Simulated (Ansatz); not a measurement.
Consider the formal exchange of groups at the In–C bond: `[Cl][In]([Cl])[CH]1BO1` + `CCC` → `C[CH2][In]([Cl])[Cl]` + `CC1BO1`.

Program: Ansatz. Geometries: PBE0-D4/def2-TZVP. ΔE: electronic, gas phase. CCSD(T)/CBS adds triple-zeta CCSD(T) − MP2 to the extrapolated MP2 energy (def2 sets, frozen cores). DFT in def2-TZVPP. Elements past krypton have def2 core potentials. For In outer-core shells are correlated without core-valence functions, which leaves a few kJ/mol of doubt a bond. One conformer a species, not always the lowest.

`[Cl][In]([Cl])[CH]1BO1`:

Z-matrix (Å, degrees):
```
C
B 1 1.513
In 1 2.127 2 124.1
O 1 1.510 2 52.1 3 -98.2
H 1 1.088 2 119.7 3 165.8
H 2 1.181 1 157.9 3 -82.2
Cl 3 2.318 1 123.7 2 146.3
Cl 3 2.317 1 122.5 2 -30.7
```

`CCC`:

```xyz
11

C    -0.618   -1.121   -0.110
C    -0.472    0.390   -0.055
C     0.968    0.832    0.150
H    -0.267   -1.584    0.817
H    -0.030   -1.544   -0.929
H    -1.659   -1.421   -0.258
H    -0.860    0.829   -0.980
H    -1.095    0.789    0.753
H     1.054    1.921    0.187
H     1.608    0.475   -0.662
H     1.372    0.434    1.085
```

`C[CH2][In]([Cl])[Cl]`:

Z-matrix (Å, degrees):
```
C
C 1 1.519
H 1 1.092 2 112.1
H 1 1.092 2 112.1 3 -120.5
H 1 1.094 2 110.4 3 119.8
In 2 2.145 1 113.6 3 59.9
H 2 1.093 1 112.2 3 -59.9
H 2 1.092 1 112.2 3 179.9
Cl 6 2.325 2 126.3 1 177.5
Cl 6 2.330 2 122.1 1 -2.5
```

`CC1BO1`:

Cartesian coordinates in Å:
```
C 0.004 0.575 -0.980
C -0.114 -0.533 0.020
B -0.122 -0.349 1.521
O 1.050 -0.651 0.974
H -0.949 0.694 -1.502
H 0.248 1.527 -0.505
H 0.771 0.358 -1.729
H -0.353 -1.506 -0.405
H -0.535 -0.115 2.606
```

```csv
level,ΔE (eV)
LDA (SPW92),-0.20
r2SCANh-D4,-0.16
r2SCANh,-0.16
CCSD(T)/def2-SVP,-0.12
```

(1) What does CCSD(T)/CBS give? (Best estimate.)

(2) What do rigid-rotor, harmonic-oscillator terms from PBE0-D4/def2-TZVP frequencies (298.15 K, 1 bar) make of the CCSD(T)/CBS value? (Best estimate.)

Largest T1 diagnostic among the species: 0.015.

Results:

(1) Ansatz gave: -0.17 eV. The listed levels differ from it by -0.03, 0.01, 0.01, 0.05 eV.

(2) Ansatz gave: ΔZPE = -0.01 eV, ΔH = -0.17 eV, ΔS = 14 J/(mol·K), ΔG = -0.22 eV. Modes under 50 cm⁻¹ make the entropy rough.

At CCSD(T), def2-SVP lies +0.05 eV from the extrapolated value and def2-TZVPP +0.02 eV. Leaving LDA and LC-ωPBE aside and taking each functional with its dispersion term where it has one, the values, not all of them listed here, spread over 0.03 eV, from PBE-D4 to B97M-V.
